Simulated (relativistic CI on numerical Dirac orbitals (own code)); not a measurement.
## Hyperfine structure of In8+, mass number 113

Computed by Dirac-Coulomb-Breit CI, separate exchange-only KLI orbitals for each configuration, model QED, unscaled Slater integrals (own radial code, finite nucleus).

Configuration list (outside the closed core [Ar] 3d10): 4s2.4p6.4d5, 4s2.4p5.4d6, 4s2.4p6.4d4.4f, 4s2.4p6.4d4.5s, 4s2.4p6.4d4.5p, 4s.4p6.4d6, 4s2.4p6.4d3.5s.5p, 4s2.4p6.4d4.5d, 4s2.4p6.4d3.4f.5s, 4s2.4p6.4d4.6s, 4s2.4p6.4d4.6d, 4s2.4p6.4d3.5s2, 4s2.4p6.4d2.4f.5s2, 4s2.4p6.4d2.5s2.5p, 4s2.4p6.4d2.5s2.5d, 4p6.4d7, 4p5.4d8. Double excitations out of closed p, d and f shells are left out; levels of such configurations are missing from the list, as are those of other unlisted configurations, and high levels can miss mixing partners.

Nuclear spin I = 9/2, μ = 5.5208 μN, Q = 0.761 b (tables of Stone and Pyykkö). The electronic factors are computed for point nuclear moments, without core polarisation or the Bohr-Weisskopf and QED corrections.

| Level | E (cm⁻¹) | A (MHz) | B (MHz) |
| --- | --- | --- | --- |
| 4s2.4p6.4d5 4G_5/2 | 37942.8 | 1908 | 647 |
| 4s2.4p6.4d5 4G_7/2 | 39740.7 | 1662 | 457 |
| 4s2.4p6.4d5 4G_11/2 | 40183.3 | 1661 | -39.7 |
| 4s2.4p6.4d5 4G_9/2 | 40593.0 | 1571 | 347 |
| 4s2.4p6.4d5 4P_3/2 | 42772.9 | 1443 | 860 |
| 4s2.4p6.4d5 4P_1/2 | 45015.7 | -345.7 |  |
| 4s2.4p6.4d5 4D_7/2 | 48290.4 | 1049 | 476 |
| 4s2.4p6.4d5 4D_1/2 | 51271.7 | 3239 |  |

Levels with J = 0, under 50 % of one LS term, or S terms without an open s electron are left out. Small factors come from cancelling terms and can be off by tens of per cent or more.

At this charge configurations can still be misplaced by up to about 7 % of their energy. Terms inside the open d or f shell come out 10 to 20 % too wide with unscaled integrals.

(1) Give the hyperfine levels of 4s2.4p6.4d5 4G_5/2 relative to its centre of gravity.

## Answers

(1) With K = F(F + 1) − I(I + 1) − J(J + 1), E = AK/2 + B[¾K(K + 1) − I(I + 1)J(J + 1)]/[2I(2I − 1)J(2J − 1)]: F = 2: -25940, F = 3: -20410, F = 4: -12960, F = 5: -3528, F = 6: 7969, F = 7: 21630 MHz.

LS names give the leading component of a level, which can be under half, so a name can repeat, a term be missing and a line seem to break the LS rules.
